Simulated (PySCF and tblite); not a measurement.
Values are calculated unless marked as measured or tabulated.
Stationary points of C4H9ClSi at GFN2-xTB, in Å:

Structure A

```
 1 Cl   -1.273    1.188   -1.612
 2 C    -0.816    0.977    0.109
 3 C    -1.112   -0.458    0.520
 4 C    -0.151   -1.390   -0.224
 5 Si    1.460   -0.388   -0.424
 6 C     0.677    1.220    0.245
 7 H    -1.421    1.698    0.665
 8 H    -0.943   -0.532    1.597
 9 H    -2.155   -0.713    0.324
10 H    -0.568   -1.643   -1.198
11 H    -0.031   -2.326    0.319
12 H     1.899   -0.271   -1.813
13 H     2.545   -0.850    0.446
14 H     0.973    2.126   -0.278
15 H     0.910    1.368    1.300
```

Structure B

```
 1 Cl   -1.844    2.249    0.261
 2 C    -0.666    0.915    0.499
 3 C    -1.220   -0.388   -0.059
 4 C    -0.114   -1.439    0.070
 5 Si    1.495   -0.491   -0.328
 6 C     0.657    1.219   -0.182
 7 H    -0.533    0.834    1.581
 8 H    -2.129   -0.685    0.466
 9 H    -1.471   -0.241   -1.112
10 H    -0.314   -2.286   -0.582
11 H    -0.093   -1.824    1.090
12 H     2.001   -0.742   -1.678
13 H     2.539   -0.701    0.677
14 H     0.466    1.636   -1.171
15 H     1.221    1.964    0.374
```

Structure C

```
 1 Cl   -1.472    1.954   -1.101
 2 C    -0.770    1.004    0.256
 3 C    -1.219   -0.464    0.122
 4 C    -0.026   -1.423    0.167
 5 Si    1.411   -0.436   -0.595
 6 C     0.751    1.148    0.228
 7 H    -1.192    1.466    1.152
 8 H    -1.943   -0.704    0.904
 9 H    -1.727   -0.586   -0.835
10 H    -0.274   -2.353   -0.337
11 H     0.209   -1.677    1.201
12 H     1.367   -0.390   -2.056
13 H     2.733   -0.825   -0.107
14 H     1.037    2.079   -0.255
15 H     1.114    1.206    1.256
```

Level: BP86/pcSseg-1 + D3(BJ) on GFN2-xTB stationary points, with GFN2-xTB thermal terms.

Q: Which structure is a saddle point, and along which motion?

A: C: one imaginary mode (65i cm⁻¹ at GFN2-xTB, mostly on Cl1, Si5, C3), along the inversion of the 5-membered ring (2–3–4–5–6).

Q: Give their symmetry and energies above the lowest.

A: A C1, 0.0 kcal/mol; B C1, 0.4 kcal/mol; C C1, 5.7 kcal/mol.
